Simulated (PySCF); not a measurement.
FH4NSn, SMILES [SnH2]([NH2])[F]. Geometry: PBE0-D3(BJ)/def2-SVP. The def2 effective core potentials stand for the cores of Sn; spin–orbit coupling is left out. One conformer was computed; it need not be the lowest.

Computed equilibrium geometry at PBE0-D3(BJ)/def2-SVP (PySCF confirms it by a frequency run) as bond lengths and angles, and its point group (one conformer of several):
point group Cs.
Atoms: Sn1 N2 F3 H4 H5 H6 H7. Bond lengths (Å): Sn1–N2 2.019, Sn1–F3 1.952, Sn1–H4 1.705, Sn1–H5 1.705, N2–H6 1.018, N2–H7 1.018. Angles (°): N2–Sn1–F3 109.6, N2–Sn1–H4 109.2, N2–Sn1–H5 109.2, F3–Sn1–H4 105.1, F3–Sn1–H5 105.1, H4–Sn1–H5 118.4, Sn1–N2–H6 114.5, Sn1–N2–H7 114.5, H6–N2–H7 108.2.
